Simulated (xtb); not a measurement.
Mg(SH)(GeH3) (GeH₄MgS), SMILES [SH][Mg][GeH3]. All values are semi-empirical tight-binding results from xtb (GFN2-xTB unless named), good for trends rather than for accurate numbers. Geometry optimised at GFN2-xTB. Other conformers were not sampled.

For metal compounds this method's bond lengths and energies can be far off.

Computed properties:
```yaml
orbital_gap: 2.73 eV
zero_point_energy: 17.6 kcal/mol
G − E(el) at 298.15 K (modified RRHO): -3.0 kcal/mol
```
